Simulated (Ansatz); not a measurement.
Consider the ligand exchange at the Si–N bond: `C=C=N[SiH2]Cl` + `O[SiH](Cl)Cl` → `Cl[SiH2]O[SiH](Cl)Cl` + `C=C=N`.

Computed with Ansatz on PBE0-D4/def2-TZVP structures; ΔE is electronic, products minus reactants. CCSD(T)/CBS adds triple-zeta CCSD(T) − MP2 to the extrapolated MP2 energy (def2 sets, frozen cores). This one scheme is used for every species. DFT in def2-TZVPP. One conformer a species, not always the lowest.

`C=C=N[SiH2]Cl`:

Cartesian coordinates in Å:
```
C -0.826 -1.473 1.406
C -0.064 -0.865 0.536
N 0.674 -0.346 -0.267
Si 0.723 1.134 -1.143
Cl -0.877 2.354 -0.741
H -1.624 -2.120 1.069
H -0.666 -1.322 2.465
H 0.702 0.798 -2.579
H 1.957 1.841 -0.747
```

`O[SiH](Cl)Cl`:

Cartesian coordinates in Å:
```
O -1.048 0.660 0.513
Si 0.209 0.047 -0.307
Cl -0.144 -1.885 -0.866
Cl 1.906 0.055 0.828
H -1.326 0.241 1.330
H 0.403 0.882 -1.498
```

`Cl[SiH2]O[SiH](Cl)Cl`:

Z-matrix (Å, degrees):
```
Si
O 1 1.634
Cl 1 2.044 2 109.6
H 1 1.477 2 110.3 3 118.7
H 1 1.474 2 107.6 3 -117.7
Si 2 1.615 1 146.6 3 -75.7
Cl 6 2.037 2 109.9 1 18.6
Cl 6 2.034 2 109.1 1 -100.8
H 6 1.468 2 110.0 1 139.4
```

`C=C=N`:

Cartesian coordinates in Å:
```
C 0.940 -0.043 -0.239
C -0.281 0.052 0.215
N -1.372 0.171 0.741
H 1.469 -0.984 -0.183
H 1.424 0.817 -0.682
H -2.179 -0.013 0.149
```

Is it downhill or uphill in electronic energy at CCSD(T)/CBS, and by how much? (Best estimate.)

The calculation gave: Downhill: ΔE = -11.0 kcal/mol.

What do these levels give: ωB97X-V, B2PLYP, SCS-MP2/def2-TZVPP, MP2/def2-QZVPP, HF/CBS(def2), MP2/CBS(def2)? (Best estimate.)

Ansatz gave: ωB97X-V -10.7, B2PLYP -10.0, SCS-MP2/def2-TZVPP -10.6, MP2/def2-QZVPP -9.8, HF/CBS(def2) -12.1, MP2/CBS(def2) -9.7 kcal/mol.

Largest T1 diagnostic among the species: 0.015.

The D4 term adds −1.2 kcal/mol with B3LYP and −0.7 kcal/mol with PBE0; it sums over pairs of atoms, weighted by their polarisabilities, and B3LYP, whose exchange is more repulsive, gets the larger term.

B3LYP here is the variant with VWN-RPA as its local correlation; programs differ in this.
